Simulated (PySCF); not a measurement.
# Electric field gradients and quadrupole coupling constants

Compound: C6H14ClFSi.
Cartesian coordinates in Å at the GFN2-xTB level; atoms count from 1:
```xyz
23
C6H14ClFSi angstrom
C     -3.4460    0.8520    0.1309
C     -1.9445    0.8660    0.3894
C     -1.2973   -0.4724    0.0287
Si     0.5566   -0.5424    0.4242
F      0.7122   -0.5032    2.0497
C      1.5882    0.8937   -0.2736
C      3.0883    0.7503   -0.0129
C      1.2927   -2.2485   -0.0306
Cl     1.3850   -2.4264   -1.8048
H     -3.8875    1.8124    0.3865
H     -3.9279    0.0827    0.7302
H     -3.6506    0.6475   -0.9180
H     -1.7593    1.0819    1.4429
H     -1.4840    1.6619   -0.1984
H     -1.8093   -1.2640    0.5802
H     -1.4686   -0.6739   -1.0295
H      1.4245    0.9884   -1.3476
H      1.2403    1.8255    0.1758
H      3.2835    0.6308    1.0499
H      3.4860   -0.1161   -0.5350
H      3.6216    1.6319   -0.3626
H      0.6877   -3.0764    0.3317
H      2.3037   -2.3748    0.3488
```

Field gradients from the PBE0/pcSseg-1 density (PySCF, non-relativistic), principal values in atomic units, ordered |Vxx| ≤ |Vyy| ≤ |Vzz|:

```tsv
atom	Vxx	Vyy	Vzz
Cl9	-1.9631	-2.0331	3.9962
```

**Question.** Find the asymmetry η = (Vxx − Vyy)/Vzz and the couplings χ = eQV/h (234.96 MHz × Q in barn × V in au), with Q(35Cl) = −0.0817 b.

**Answer.** 
```json
{"atom": "Cl9", "environment": "alkyl chlorine", "nucleus": "35Cl", "η": "0.02", "χzz (MHz)": "-76.71", "χxx (MHz)": "37.68", "χyy (MHz)": "39.03"}
```

The gradient is axial or nearly so (η below 0.05) at Cl9. 

**Question.** What is Vzz at Cl9 in SI units (1 au = 9.71736 × 10²¹ V/m²)?

**Answer.** 3.9962 au = 38.832 × 10²¹ V/m².

**Question.** What couplings would deuterons (Q(2H) = 0.00286 b) have in place of the hydrogens, at this geometry?

**Answer.** 
```json
{"atom": "H10", "bonded to": "C1", "bond length (Å)": "1.088", "Vzz (au)": "0.3163", "η": "0.02", "χzz (kHz)": "213"}
{"atom": "H11", "bonded to": "C1", "bond length (Å)": "1.088", "Vzz (au)": "0.3147", "η": "0.02", "χzz (kHz)": "212"}
{"atom": "H12", "bonded to": "C1", "bond length (Å)": "1.088", "Vzz (au)": "0.3143", "η": "0.02", "χzz (kHz)": "211"}
{"atom": "H13", "bonded to": "C2", "bond length (Å)": "1.091", "Vzz (au)": "0.3030", "η": "0.03", "χzz (kHz)": "204"}
{"atom": "H14", "bonded to": "C2", "bond length (Å)": "1.091", "Vzz (au)": "0.3051", "η": "0.03", "χzz (kHz)": "205"}
{"atom": "H15", "bonded to": "C3", "bond length (Å)": "1.092", "Vzz (au)": "0.3097", "η": "0.03", "χzz (kHz)": "208"}
{"atom": "H16", "bonded to": "C3", "bond length (Å)": "1.091", "Vzz (au)": "0.3117", "η": "0.03", "χzz (kHz)": "209"}
{"atom": "H17", "bonded to": "C6", "bond length (Å)": "1.090", "Vzz (au)": "0.3125", "η": "0.03", "χzz (kHz)": "210"}
{"atom": "H18", "bonded to": "C6", "bond length (Å)": "1.091", "Vzz (au)": "0.3112", "η": "0.03", "χzz (kHz)": "209"}
{"atom": "H19", "bonded to": "C7", "bond length (Å)": "1.087", "Vzz (au)": "0.3134", "η": "0.02", "χzz (kHz)": "211"}
{"atom": "H20", "bonded to": "C7", "bond length (Å)": "1.087", "Vzz (au)": "0.3146", "η": "0.02", "χzz (kHz)": "211"}
{"atom": "H21", "bonded to": "C7", "bond length (Å)": "1.088", "Vzz (au)": "0.3146", "η": "0.02", "χzz (kHz)": "211"}
{"atom": "H22", "bonded to": "C8", "bond length (Å)": "1.088", "Vzz (au)": "0.3118", "η": "0.07", "χzz (kHz)": "210"}
{"atom": "H23", "bonded to": "C8", "bond length (Å)": "1.087", "Vzz (au)": "0.3119", "η": "0.07", "χzz (kHz)": "210"}
```

The structure is a single GFN2-xTB conformer in the gas phase; no vibrational or solvent corrections. GFN2-xTB bond lengths can be off by several hundredths of an ångström, more for odd bonds, and the gradients follow them. The basis is small and wasn't made for field gradients, so the couplings can be 20 % off.
